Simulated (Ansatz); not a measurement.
Geometry optimisation, RKS PBE0-D4/def2-SVP in Ansatz 0.2.0.

The input (input.yaml):

```yaml
crystal:
  periodic: [false, false, false]
  atoms:
    - { symbol: Ge, position_ang: [0.334163, 0.175033, -0.304232] }
    - { symbol: Cl, position_ang: [-1.021257, 0.262273, 2.842628] }
    - { symbol: O, position_ang: [1.21515, -0.040905, -1.796889] }
    - { symbol: H, position_ang: [1.66063, -0.895758, -1.830919] }
    - { symbol: O, position_ang: [-1.000598, 1.268295, -0.557087] }
    - { symbol: H, position_ang: [-1.386576, 1.167014, -1.434038] }
    - { symbol: O, position_ang: [-0.033289, -1.414486, 0.317295] }
    - { symbol: H, position_ang: [-0.459586, -1.343446, 1.184592] }
    - { symbol: F, position_ang: [1.306692, 0.989005, 0.843542] }
    - { symbol: H, position_ang: [0.10697, 0.921575, 2.583809] }
basis:
  gaussian: { orbitals: def2-SVP }
hamiltonian:
  xc: pbe0
  dispersion: d4
relax:
  f_tol: 0.03
  max_steps: 50
```

Launched with:

```bash
$ ansatz run input.yaml --threads 4 --pin off --max-ram 5120MiB --backend cpu --events-out ev --progress --plain --runs-dir out
```

Task: Where does it end, and by what steps?

Result: It converged. The force dipped under the threshold on the way, but the program's further checks kept it going. After 27 steps the energy has fallen by 0.101 eV; Cl2 moved furthest, 0.65 Å.

| step | energy less start (eV) | largest force component (eV/Å) | accepted |
| --- | --- | --- | --- |
| 0 | 0.0000 | 0.873 | yes |
| 1 | -0.0264 | 1.038 | yes |
| 2 | -0.0690 | 0.415 | yes |
| 3 | -0.0779 | 0.286 | yes |
| 4 | -0.0864 | 0.222 | yes |
| 5 | -0.0908 | 0.157 | yes |
| 6 | -0.0924 | 0.085 | yes |
| 7 | -0.0937 | 0.058 | yes |
| 8 | -0.0938 | 0.128 | yes |
| 9 | -0.0944 | 0.044 | yes |
| 10 | -0.0946 | 0.060 | yes |
| 11 | -0.0948 | 0.048 | yes |
| 12 | -0.0946 | 0.085 | no |
| 13 | -0.0949 | 0.028 | yes |
| 14 | -0.0951 | 0.137 | yes |
| 15 | -0.0953 | 0.083 | yes |
| 16 | -0.0967 | 0.151 | yes |
| 17 | -0.0986 | 0.052 | yes |
| 18 | -0.0988 | 0.050 | yes |
| 19 | 0.1013 | 2.455 | no |
| 20 | -0.0990 | 0.043 | yes |
| 21 | -0.1001 | 0.010 | yes |
| 22 | -0.0638 | 1.271 | no |
| 23 | -0.1002 | 0.106 | yes |
| 24 | -0.1007 | 0.032 | yes |
| 25 | -0.0965 | 0.469 | no |
| 26 | -0.1008 | 0.071 | yes |
| 27 | -0.1010 | 0.017 | yes |

```xyz
10
Properties=species:S:1:pos:R:3
Ge 0.125 0.103 -0.411
Cl -0.546 0.106 3.263
O 1.213 -0.129 -1.751
H 1.884 -0.800 -1.584
O -1.267 1.000 -0.941
H -1.070 1.607 -1.665
O -0.262 -1.393 0.378
H -0.535 -1.262 1.302
F 0.939 1.092 0.796
H 0.241 0.765 2.462
```

Whether the end is a true minimum wasn't checked by a vibrational analysis.

Run time: 72 s on 4 threads of Arm Neoverse V1, on a shared host, peak memory 0.35 GiB.
